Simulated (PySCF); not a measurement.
A structure optimised at PBE-D3(BJ)/def2-SVP, used in a PySCF frequency run:

```xyz
14

C      2.4434    -0.1930    -0.5243
C      1.5676    -0.8935     0.2254
Si    -0.2635    -0.5335     0.2466
O     -0.8221    -0.1868     1.7955
O     -0.4462     0.7603    -0.8089
C     -1.7065     1.2933    -1.1665
H      2.0989     0.6257    -1.1788
H      3.5271    -0.4051    -0.5179
H      1.9513    -1.7088     0.8677
H     -1.1303    -1.6829    -0.1728
H     -0.2711     0.4575     2.2748
H     -2.2542     1.6979    -0.2850
H     -1.5521     2.1225    -1.8874
H     -2.3609     0.5332    -1.6536
```
Charge 0, spin multiplicity 1.

Task: Write its SMILES and formula.

Result: C=C[Si@@H](O)OC, C3H8O2Si

Task: What are its rotational constants (standard atomic weights)?

Result: 3.7282, 2.2033, 1.5288 GHz
